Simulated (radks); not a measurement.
Problem. Radial electron density D(r) = 4 pi r^2 rho(r) of an atom or ion with 55 electrons. Method: Dirac Kohn-Sham, BLYP, spin-unpolarised, spherical densities, point nucleus; computed with a radial shooting solver on a logarithmic mesh with Libxc functionals.

r (bohr),D(r) (e/bohr)
0.0009808,2.908
0.001298,4.643
0.001731,7.418
0.002309,11.65
0.003055,17.68
0.004074,26.36
0.005434,37.76
0.00719,50.93
0.009589,64.76
0.01279,75.49
0.01692,79.36
0.02257,75.71
0.0301,70.03
0.03983,72.90
0.05312,88.41
0.07085,101.8
0.09375,94.22
0.125,77.06
0.1668,80.94
0.2207,87.90
0.2943,60.85
0.3894,33.80
0.5194,36.84
0.6927,33.16
0.9166,17.10
1.222,9.634
1.63,6.619
2.157,2.769
2.877,0.5695
3.838,0.05986
5.078,0.003019

What is the nuclear charge?

Solution. Z = 59. The innermost maximum, from 1s, lies near gamma/Z bohr with gamma = sqrt(1 - (Z/c)^2) = 0.903, here 0.0153 bohr (found: 0.0169), and its height grows with Z. The density is that of the praseodymium ion Pr4+ in [Kr] 4d10 4f1 5s2 5p5 5d1; the configuration itself is not fixed sharply by these data, and Z only to a few units. D(r) has 4 maxima, at r = 0.0169, 0.0743, 0.209, 0.576 bohr, and minima at 0.0326, 0.138, 0.422 bohr, inside which lie 2.02, 11.19, 29.01 electrons.
